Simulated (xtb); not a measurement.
CuI, charge +1, doublet, from a rough starting geometry (GFN-xTB shapes and energies of metal compounds can be far from the true ones) (the multiplicity is a formal guess); GFN2-xTB (xtb).

Here is a job for xtb.
```
$ xtb mol.xyz --gfn 2 --chrg 1 --uhf 1 --opt vtight --json

# file mol.xyz
2

Cu    -0.78967234    -0.53674984    -0.66770595
I      0.86803908     0.58435825     0.72387201
```

The log (banner, timings and long lists left out):

```
   ID    Z sym.   atoms
    1   29 Cu     1
    2   53 I      2

           -------------------------------------------------
          |                Calculation Setup                |
           -------------------------------------------------

           -------------------------------------------------
          |                 G F N 2 - x T B                 |
           -------------------------------------------------

          ...................................................
          :                      SETUP                      :
          :.................................................:
          :  # basis functions                  20          :
          :  # atomic orbitals                  18          :
          :  # shells                            6          :
          :  # electrons                        17          :
          :  max. iterations                   250          :
          :  Hamiltonian                  GFN2-xTB          :
          :  restarted?                      false          :
          :  GBSA solvation                  false          :
          :  PC potential                    false          :
          :  electronic temp.          300.0000000     K    :
          :  accuracy                    1.0000000          :
          :  -> integral cutoff          0.2500000E+02      :
          :  -> integral neglect         0.1000000E-07      :
          :  -> SCF convergence          0.1000000E-05 Eh   :
          :  -> wf. convergence          0.1000000E-03 e    :
          :  Broyden damping             0.4000000          :
          :  net charge                          1          :
          :  unpaired electrons                  1          :
          ...................................................

 iter      E             dE          RMSdq      gap      omega  full diag
   1     -7.0435860 -0.704359E+01  0.959E+00    6.16       0.0  T
   2     -7.1746130 -0.131027E+00  0.924E+00    4.16       1.0  T
   3     -7.1974953 -0.228822E-01  0.730E+00    5.23       1.0  T
   4     -7.2127615 -0.152662E-01  0.456E+00    6.19       1.0  T
   5     -7.0540619  0.158700E+00  0.121E+01    6.38       1.0  T
   6     -7.0618888 -0.782686E-02  0.116E+01    6.44       1.0  T
   7     -7.0406723  0.212164E-01  0.128E+01    6.22       1.0  T
   8     -7.0902128 -0.495404E-01  0.103E+01    6.55       1.0  T
   9     -7.1183465 -0.281337E-01  0.896E+00    6.60       1.0  T
  10     -7.2005732 -0.822267E-01  0.416E+00    5.92       1.0  T
  11     -7.1885606  0.120126E-01  0.611E+00    5.40       1.0  T
  12     -7.1933867 -0.482618E-02  0.543E+00    5.61       1.0  T
  13     -7.1937610 -0.374267E-03  0.536E+00    5.63       1.0  T
  14     -7.1920675  0.169354E-02  0.572E+00    5.55       1.0  T
  15     -7.1981968 -0.612937E-02  0.494E+00    5.81       1.0  T
  16     -7.0422906  0.155906E+00  0.126E+01    6.28       1.0  T
  17     -7.2176569 -0.175366E+00  0.210E+00    6.45       1.0  T
  18     -7.0558639  0.161793E+00  0.120E+01    6.46       1.0  T
  19     -7.2108279 -0.154964E+00  0.323E+00    6.29       1.0  T
  20     -7.2156607 -0.483278E-02  0.258E+00    6.57       1.0  T
  21     -7.2173704 -0.170976E-02  0.239E+00    6.57       1.0  T
  22     -7.1269921  0.903784E-01  0.818E+00    6.59       1.0  T
  23     -7.2135172 -0.865251E-01  0.326E+00    6.35       1.0  T
  24     -7.2154924 -0.197517E-02  0.312E+00    6.39       1.0  T
  25     -7.2187101 -0.321775E-02  0.261E+00    6.47       1.0  T
  26     -7.2187217 -0.116103E-04  0.230E+00    6.48       1.0  T
  27     -7.2156187  0.310306E-02  0.214E+00    6.42       1.0  T
  28     -7.2176257 -0.200703E-02  0.156E+00    6.47       1.0  T
  29     -7.2199225 -0.229683E-02  0.367E-01    6.56       1.0  T
  30     -7.2198548  0.677286E-04  0.306E-01    6.55       1.0  T
  31     -7.2199532 -0.984239E-04  0.193E-01    6.57       1.0  T
  32     -7.2199627 -0.946354E-05  0.167E-01    6.55       1.0  T
[...]
         :: total energy              -7.213620179662 Eh    ::
 * total energy  :    -7.2136202 Eh     change       -0.3719336E-09 Eh
 * total energy  :    -7.2134177 Eh     change        0.2025297E-03 Eh
 * total energy  :    -7.2138790 Eh     change       -0.4613496E-03 Eh
 * total energy  :    -7.2138822 Eh     change       -0.3217550E-05 Eh
 * total energy  :    -7.2138886 Eh     change       -0.6423831E-05 Eh
 * total energy  :    -7.2138886 Eh     change       -0.4198509E-08 Eh
   *** GEOMETRY OPTIMIZATION CONVERGED AFTER 6 ITERATIONS ***
         :: total energy              -7.213888645551 Eh    ::
[...]
         :: -> anisotropic XC         -0.005681350862 Eh    ::
         :: -> dispersion             -0.000808580479 Eh    ::
         :: repulsion energy           0.004704513472 Eh    ::
         :: add. restraining           0.000000000000 Eh    ::
         :: total charge               1.000000000021 e     ::
         :::::::::::::::::::::::::::::::::::::::::::::::::::::

           -------------------------------------------------
          |                Property Printout                |
           -------------------------------------------------

    * Orbital Energies and Occupations

         #    Occupation            Energy/Eh            Energy/eV
      -------------------------------------------------------------
         1        2.0000           -0.9930971             -27.0235
         2        2.0000           -0.7089622             -19.2918
         3        2.0000           -0.6855938             -18.6560
         4        2.0000           -0.6855938             -18.6560
         5        2.0000           -0.6778041             -18.4440
         6        2.0000           -0.6778041             -18.4440
         7        1.9998           -0.6755984             -18.3840
         8        1.5001           -0.6673770             -18.1603
         9        1.5001           -0.6673770             -18.1603 (HOMO)
        10                         -0.4280626             -11.6482 (LUMO)
        11                         -0.3022037              -8.2234
        12                         -0.3022037              -8.2234
        13                         -0.2636694              -7.1748
        14                         -0.2636694              -7.1748
        15                         -0.2616071              -7.1187
        16                         -0.2223336              -6.0500
        17                         -0.2223336              -6.0500
        18                          0.5281132              14.3707
      -------------------------------------------------------------
                  HL-Gap            0.2393144 Eh            6.5121 eV
             Fermi-level           -0.6075482 Eh          -16.5322 eV

     #   Z          covCN         q      C6AA      α(0)
     1  29 Cu       0.859     0.756   139.246    26.986
     2  53 I        0.859     0.244   354.370    32.497

 Mol. C6AA /au·bohr⁶  :        926.312842
 Mol. C8AA /au·bohr⁸  :      81493.115577
 Mol. α(0) /au        :         59.482706

Wiberg/Mayer (AO) data.
largest (>0.10) Wiberg bond orders for each atom

 ---------------------------------------------------------------------------
     #   Z sym  total        # sym  WBO       # sym  WBO       # sym  WBO
 ---------------------------------------------------------------------------
     1  29 Cu   0.849 --     2 I    0.849
     2  53 I    0.849 --     1 Cu   0.849
 ---------------------------------------------------------------------------

Topologies differ in total number of bonds
Writing topology from bond orders to xtbtopo.mol

molecular dipole:
                 x           y           z       tot (Debye)
 q only:       -0.742      -0.507      -0.632
   full:       -1.594      -1.083      -1.347       5.977
molecular quadrupole (traceless):
                xx          xy          yy          xz          yz          zz
 q only:        1.011       2.473      -0.961       3.073       2.083      -0.050
  q+dip:        1.115       2.754      -1.069       3.425       2.326      -0.046
   full:        0.925       2.295      -0.890       2.855       1.941      -0.035

optimized geometry written to: xtbopt.xyz

           -------------------------------------------------
          | TOTAL ENERGY               -7.213888645551 Eh   |
          | GRADIENT NORM               0.000000720155 Eh/α |
          | HOMO-LUMO GAP               6.512076440465 eV   |
           -------------------------------------------------

normal termination of xtb
```
